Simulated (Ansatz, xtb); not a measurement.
## Relative energy of two isomers of C2H10O3Si2

Structure a: `CO[SiH](OC)O[SiH3]`, a singlet. Structure b: `CCO[SiH2]O[SiH2]O`, a singlet. Both are isolated molecules in the gas phase, relaxed with B3LYP-D3(BJ)/def2-SVP, each in the lowest conformer that the search found.

Estimate which is lower in electronic energy at CCSD(T)/def2-SVP + ΔMP2/def2-TZVPP, and by roughly how much.

The CCSD(T)/def2-SVP + ΔMP2/def2-TZVPP calculation puts structure b lower, by 14.6 kcal/mol.

How the difference moves with the method:

| level | geometry | E(b) − E(a) (kcal/mol) | departure from the last row (kcal/mol) | job, with rough time for the two |
| --- | --- | --- | --- | --- |
| GFN2-xTB | GFN2-xTB | −11.8 | +2.8 | optimisation, 0.34 s |
| HF/STO-3G | GFN2-xTB | −1.7 | +12.9 | single point, 0.44 s |
| r2SCAN-D4/def2-SVP | GFN2-xTB | −13.4 | +1.2 | single point, 4.3 s |
| B3LYP-D3(BJ)/def2-SVP | B3LYP-D3(BJ)/def2-SVP | −12.6 | +2.0 | optimisation, 2.7 min |
| HF/def2-SVP | B3LYP-D3(BJ)/def2-SVP | −10.2 | +4.4 | part of the CCSD(T) run |
| MP2/def2-SVP | B3LYP-D3(BJ)/def2-SVP | −15.4 | −0.8 | part of the CCSD(T) run |
| CCSD(T)/def2-SVP | B3LYP-D3(BJ)/def2-SVP | −13.8 | +0.7 | single point |
| CCSD(T)/def2-SVP + ΔMP2/def2-TZVPP | B3LYP-D3(BJ)/def2-SVP | −14.6 |  | single point, 1.8 min |

As drawn, b has 1 C–C, 1 O–H in place of 1 C–O, 1 C–H.

None of the levels shown reverses the order. The largest departure from CCSD(T)/def2-SVP + ΔMP2/def2-TZVPP is that of HF/STO-3G, 12.9 kcal/mol. The last row adds to CCSD(T) the change of the MP2 difference between the two basis sets, here −0.7 kcal/mol.

With thermal terms from frequencies at re-optimised GFN2-xTB minima (ideal gas, soft modes damped towards free rotors, one conformer each, 298.15 K, 1 atm): the zero-point term adds +0.6 kcal/mol; ΔH is −14.5 and ΔG −12.9 kcal/mol.

The correlated steps freeze 15 core orbitals. Programs: Ansatz 0.2.0, xtb 6.7.1; the last row on 4 threads of Arm Neoverse V2 on a shared host.
